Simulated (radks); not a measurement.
Species: Mo4+. Configuration: [Kr] 4d2. Calculated with a radial shooting solver on a logarithmic mesh with Libxc functionals: Dirac Kohn-Sham, LB94 model potential, spin-unpolarised, spherical densities, finite nucleus; open shells fill j = l - 1/2 first; Fermi nuclear charge, rms radius 4.4091 fm.

Radial electron density D(r) = 4 pi r^2 rho(r):

| r (bohr) | D(r) (e/bohr) |
|---|---|
| 0.003472 | 7.259 |
| 0.003946 | 8.900 |
| 0.004521 | 10.99 |
| 0.005138 | 13.31 |
| 0.005886 | 16.20 |
| 0.00669 | 19.32 |
| 0.007665 | 23.07 |
| 0.008781 | 27.22 |
| 0.009981 | 31.43 |
| 0.01143 | 36.08 |
| 0.013 | 40.45 |
| 0.01489 | 44.84 |
| 0.01692 | 48.45 |
| 0.01939 | 51.42 |
| 0.02221 | 53.21 |
| 0.02525 | 53.66 |
| 0.02892 | 52.83 |
| 0.03287 | 51.04 |
| 0.03766 | 48.61 |
| 0.0428 | 46.55 |
| 0.04904 | 45.46 |
| 0.05618 | 46.29 |
| 0.06386 | 49.13 |
| 0.07316 | 53.99 |
| 0.08315 | 59.26 |
| 0.09526 | 63.90 |
| 0.1083 | 65.74 |
| 0.124 | 63.89 |
| 0.1421 | 58.31 |
| 0.1615 | 51.24 |
| 0.1851 | 44.48 |
| 0.2103 | 41.16 |
| 0.241 | 41.85 |
| 0.2739 | 45.34 |
| 0.3138 | 49.08 |
| 0.3595 | 49.54 |
| 0.4086 | 45.39 |
| 0.4681 | 36.84 |
| 0.532 | 27.32 |
| 0.6095 | 18.68 |
| 0.6927 | 13.63 |
| 0.7936 | 11.49 |
| 0.9093 | 11.16 |
| 1.033 | 10.94 |
| 1.184 | 9.815 |
| 1.346 | 7.891 |
| 1.542 | 5.474 |
| 1.752 | 3.414 |
| 2.007 | 1.806 |
| 2.3 | 0.8315 |
| 2.614 | 0.3521 |
| 2.995 | 0.1219 |
| 3.404 | 0.03835 |
| 3.9 | 0.009155 |
| 4.432 | 0.001885 |
| 5.078 | 0.0002612 |

D(r) has 3 maxima, at r = 0.0248, 0.109, 0.340 bohr, and minima at 0.0498, 0.221 bohr, inside which lie 2.06, 11.17 electrons.
